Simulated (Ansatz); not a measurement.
Relaxation of CH₈OSSi (12 atoms, charge 0, multiplicity 1), to a largest force component of 0.02 eV/Å in at most 40 steps.

Method: RKS PBE0/STO-3G (Ansatz).

```xyz
12
Properties=species:S:1:pos:R:3
S 0.968 0.572 -2.934
H 0.712 0.303 -1.660
H -0.035 1.434 -3.005
C 1.069 -0.787 1.020
O 0.136 -0.087 0.253
Si -1.406 0.285 0.619
H 1.120 -0.390 2.036
H 2.045 -0.681 0.545
H 0.808 -1.846 1.070
H -1.743 1.020 -0.588
H -1.458 1.096 1.834
H -2.216 -0.919 0.811
```

Where does it end, and by what steps?

The forces met the threshold. The force dipped under the threshold on the way, but the program's further checks kept it going. Limits of this set-up: minimal basis. After 30 steps the energy has fallen by 0.548 eV; H3 moved furthest, 1.03 Å.

```tsv
step	energy less start (eV)	largest force component (eV/Å)	accepted
0	0.0000	2.646	yes
2	-0.4651	0.566	yes
4	-0.5199	0.171	yes
6	-0.5312	0.057	yes
8	-0.5366	0.032	yes
10	-0.5408	0.163	yes
12	-0.5448	0.090	yes
14	-0.5457	0.029	yes
16	-0.5461	0.043	yes
18	-0.5470	0.152	yes
20	-0.5474	0.094	no
22	-0.5479	0.033	yes
24	-0.5481	0.040	yes
26	-0.5482	0.028	yes
28	-0.5483	0.010	yes
30	-0.5484	0.012	yes
```

```xyz
12
Properties=species:S:1:pos:R:3
S 0.593 0.038 -2.888
H 0.410 0.163 -1.527
H 0.989 1.326 -2.989
C 1.035 -0.562 0.870
O 0.187 0.348 0.118
Si -1.441 0.280 0.695
H 1.087 -0.300 1.946
H 2.055 -0.490 0.452
H 0.714 -1.621 0.794
H -2.179 1.211 -0.122
H -1.481 0.668 2.088
H -1.970 -1.060 0.563
```

Time of the run: 61 s on 1 thread of Arm Neoverse V1, on a shared host, peak memory 0.13 GiB.
